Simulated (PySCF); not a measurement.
# Nuclear quadrupole coupling in `CCO[SiH2]SC1=CCC1=O`

Species: C₆H₁₀O₂SSi.
Geometry (GFN2-xTB, Å), atoms numbered from 1 in this order:
```
atom  x, y, z in Å
C1    -3.989   -0.346   -0.886
C2    -3.155    0.118    0.299
O3    -1.870   -0.429    0.223
Si4   -0.448    0.328    0.211
S5     0.753   -1.437   -0.130
C6     2.312   -0.703   -0.150
C7     3.595   -1.098   -0.330
C8     4.179    0.289   -0.151
C9     2.709    0.699    0.041
O10    2.115    1.718    0.249
H11   -4.998    0.049   -0.809
H12   -4.029   -1.432   -0.904
H13   -3.539   -0.001   -1.814
H14   -3.606   -0.223    1.237
H15   -3.099    1.211    0.322
H16   -0.145    0.908    1.511
H17   -0.323    1.244   -0.914
H18    4.059   -2.044   -0.529
H19    4.662    0.726   -1.025
H20    4.811    0.436    0.724
```

Field gradients from the PBE0/pcSseg-1 density (PySCF, non-relativistic), principal values in atomic units, ordered |Vxx| ≤ |Vyy| ≤ |Vzz|:

| atom | Vxx | Vyy | Vzz |
| --- | --- | --- | --- |
| O3 | -0.5366 | -1.1780 | 1.7146 |
| S5 | -0.0394 | -1.9190 | 1.9584 |
| O10 | 0.4621 | 1.1976 | -1.6596 |

Question: Find the asymmetry η = (Vxx − Vyy)/Vzz and the couplings χ = eQV/h (234.96 MHz × Q in barn × V in au), with Q(17O) = −0.0256 b, Q(33S) = −0.0678 b.

Answer: 
```tsv
atom	environment	nucleus	η	χzz (MHz)	χxx (MHz)	χyy (MHz)
O3	silyl ether oxygen	17O	0.37	-10.31	3.23	7.09
S5	sulfur bonded to C and Si	33S	0.96	-31.20	0.63	30.57
O10	ketone oxygen	17O	0.44	9.98	-2.78	-7.20
```

At S5 η is above 0.9: Vyy and Vzz are nearly equal in size and opposite in sign, so a small change could swap them and flip the sign of χzz. The tensor is traceless: Vxx + Vyy + Vzz = 0.

Question: What is Vzz at O3 in SI units (1 au = 9.71736 × 10²¹ V/m²)?

Answer: 1.7146 au = 16.661 × 10²¹ V/m².

Question: What couplings would deuterons (Q(2H) = 0.00286 b) have in place of the hydrogens, at this geometry?

Answer: 
| atom | bonded to | bond length (Å) | Vzz (au) | η | χzz (kHz) |
| --- | --- | --- | --- | --- | --- |
| H11 | C1 | 1.086 | 0.3173 | 0.03 | 213 |
| H12 | C1 | 1.087 | 0.3149 | 0.02 | 212 |
| H13 | C1 | 1.087 | 0.3148 | 0.03 | 212 |
| H14 | C2 | 1.096 | 0.2894 | 0.06 | 194 |
| H15 | C2 | 1.095 | 0.2891 | 0.11 | 194 |
| H16 | Si4 | 1.455 | 0.1645 | 0.04 | 111 |
| H17 | Si4 | 1.456 | 0.1640 | 0.04 | 110 |
| H18 | C7 | 1.072 | 0.3448 | 0.02 | 232 |
| H19 | C8 | 1.090 | 0.3083 | 0.01 | 207 |
| H20 | C8 | 1.090 | 0.3083 | 0.01 | 207 |

Isolated species at its GFN2-xTB geometry (one conformer only). GFN2-xTB frequencies show an imaginary mode (27i cm⁻¹), so this geometry is no minimum at that level. GFN2-xTB bond lengths can be off by several hundredths of an ångström, more for odd bonds, and the gradients follow them. The basis is small and wasn't made for field gradients, so the couplings can be 20 % off.
